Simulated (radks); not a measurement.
Species: Zr VI. Configuration: [Ar] 3d10 4s2 4p5. All-electron calculation, Dirac Kohn-Sham, PBE, spin-unpolarised, spherical densities, finite nucleus; open shells fill j = l - 1/2 first; Fermi nuclear charge, rms radius 4.2694 fm. Program: a radial shooting solver on a logarithmic mesh with Libxc functionals.

Spin-orbit splittings of the eigenvalues, e(l+1/2) - e(l-1/2), with zeta = 2 splitting/(2l+1) and mean radii in bohr:

| shell | occ. | splitting (eV) | zeta (eV) | <r> j=l-1/2 | <r> j=l+1/2 |
|---|---|---|---|---|---|
| 2p | 6 | 85.87 | 57.24 | 0.1387 | 0.1430 |
| 3p | 6 | 13.70 | 9.135 | 0.4544 | 0.4648 |
| 3d | 10 | 2.509 | 1.004 | 0.4491 | 0.4527 |
| 4p | 5 | 2.054 | 1.369 | 1.264 | 1.288 |
